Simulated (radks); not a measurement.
The numbers below are computed, except where a source is named.
Valence configurations of Ba (all share [Xe]). Level of theory: scalar-relativistic Kohn-Sham, PBE, spin-polarised, spherical densities, finite nucleus; open shells are filled with parallel spins first (spin-orbit coupling, left out, can overturn this in heavy ions); Fermi nuclear charge, rms radius 4.8378 fm (a radial shooting solver on a logarithmic mesh with Libxc functionals). Energies are relative to 6s2; eigenvalues in eV for spin up.

| valence | E (eV) | moment (Bohr magnetons) | e(4f) | e(5d) | e(6p) | e(6s) |
|---|---|---|---|---|---|---|
| 6s2 | 0.000 | 0 | - | - | - | -3.230 |
| 6s1.5 6p0.5 | 0.889 | 1 | - | - | -1.683 | -3.717 |
| 5d1 6s0.5 6p0.5 | 1.877 | 2 | - | -1.972 | -1.431 | -3.347 |
| 6s1 6p1 | 1.620 | 2 | - | - | -1.982 | -4.101 |
| 5d1 6s1 | 0.922 | 2 | - | -1.608 | - | -3.080 |
| 4f1 6s1 | 3.960 | 2 | -0.368 | - | - | -5.147 |
| 4f1 6p1 | 6.217 | 2 | -0.241 | - | -2.839 | - |

NIST lists [Xe] 6s2 as the ground configuration; this level of theory agrees among the configurations tried. The energies are those of spherical high-spin densities, not of single terms. No valid solution was reached for [Xe] 4f0.5 6s1.5; [Xe] 4f0.5 5d1 6p0.5; [Xe] 4f2.
